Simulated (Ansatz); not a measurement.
Stepwise reaction of `F[SiH](F)S[SiH](Cl)Cl` with hydrogen, as a gas-phase model of exchange steps in deposition or etching. ΔE in kJ/mol.

Gas-phase electronic energies from Ansatz, PBE0-D4/def2-TZVP geometries. CCSD(T)/CBS is the MP2 limit (def2-TZVPP, def2-QZVPP) plus CCSD(T) − MP2 in def2-TZVPP, frozen cores. This one scheme is used for every species. DFT in def2-TZVPP. B3LYP here is the variant with VWN-RPA as its local correlation; programs differ in this. One conformer a species, not always the lowest.

```tsv
step	reaction	PBE-D4	B3LYP-D4	ωB97M-V	CCSD(T)/CBS
1	`F[SiH](F)S[SiH](Cl)Cl` + H₂ → `F[SiH](F)S[SiH2]Cl` + HCl	77.1	75.2	76.4	75.1
```

(1) Give the row of step 2, `F[SiH](F)S[SiH2]Cl` + H₂ → `F[SiH](F)S[SiH3]` + HCl. (An estimate is asked.)

(2) By hand: ΔE of the 2 steps together at CCSD(T)/CBS.

Answers

(1) The calculation gave: 
```csv
step,reaction,PBE-D4,B3LYP-D4,ωB97M-V,CCSD(T)/CBS
2,`F[SiH](F)S[SiH2]Cl` + H₂ → `F[SiH](F)S[SiH3]` + HCl,78.2,76.9,77.5,76.9
```

(2) (75.1) + (76.9) = 152.0 kJ/mol, or 76.0 kJ/mol a step.

In ΔE the steps differ by no more than 1.8 kJ/mol. All are uphill at CCSD(T)/CBS. PBE-D4 differs from CCSD(T)/CBS by 1.3 to 2.0 kJ/mol a step. Only this route is followed, and other bonds may react first. Isolated molecules leave out the surface, adducts and barriers. Largest T1 diagnostic: 0.012.
